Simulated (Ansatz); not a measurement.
Abridged output of a molecular run in Ansatz:

```
Functional definition: HF
1715 factors; integrals over basis functions are off by at most 9.3e-4 eV
mean field evaluation 1: about -30056.3049 eV, gradient 3.1e1 eV
mean field evaluation 2: about -30056.5595 eV, gradient 3.1e1 eV
mean field evaluation 4: about -30059.8024 eV, gradient 4.2e0 eV
mean field evaluation 8: about -30059.8707 eV, gradient 2.3e-1 eV
mean field -30059.87098188 eV, -1104.6798832719 hartree, gradient 2.0e-6 eV, S^2 0.000000; 0 other end points of the search recorded, 0 dependent functions left out
17 core orbitals not correlated: weight in the atoms' cores, before any rotation towards them, 1.000 or more for the frozen orbitals, at most 0.000 for the correlated occupied ones
reference -30059.87098188 eV, -1104.6798832719 hartree; 15, 15 occupied and 268, 268 virtual orbitals, 1715 factors
second order -19.61501410 eV of doubles, -0.00000000 eV of singles
cycle   1  -20.94807806 eV  change    -1.3e0 eV  update   1.0e-1
cycle   2  -21.55258227 eV  change   -6.0e-1 eV  update   3.1e-2
cycle   3  -21.64222723 eV  change   -9.0e-2 eV  update   1.4e-2
cycle   4  -21.63205374 eV  change    1.0e-2 eV  update   4.1e-3
cycle   5  -21.63042534 eV  change    1.6e-3 eV  update   1.7e-3
cycle   6  -21.63036858 eV  change    5.7e-5 eV  update   4.9e-4
cycle   7  -21.63031083 eV  change    5.8e-5 eV  update   1.6e-4
cycle   8  -21.63035415 eV  change   -4.3e-5 eV  update   6.2e-5
cycle   9  -21.63037318 eV  change   -1.9e-5 eV  update   2.0e-5
perturbative correction -0.86796727 eV, -0.0318972089 hartree
Total energy: -30082.36932234 eV, -1105.5066820337 hartree
```

Its atoms:

Z-matrix (Å, degrees):
```
Si
C 1 1.886
H 1 1.486 2 109.4
H 1 1.485 2 109.8 3 119.9
H 1 1.486 2 110.5 3 -119.8
Si 2 1.886 1 108.2 3 -60.3
B 2 1.533 1 109.6 3 -179.7
H 2 1.096 1 108.4 3 57.1
H 6 1.486 2 109.4 1 60.8
H 6 1.485 2 109.8 1 -59.1
H 6 1.486 2 110.5 1 -179.4
Cl 7 1.753 2 121.6 1 -120.8
H 7 1.195 2 122.4 1 59.3
```

Task: Which basis set was used?
A. def2-SVP
B. def2-TZVPP
C. def2-SVPD
D. def2-TZVPPD

Result: B. It gives 300 functions.

Task: Write the keys of the input that set method, charge and spin (a neutral closed shell needs none for the last two).

Result: 
```yaml
correlation: {method: ccsd_t}
```
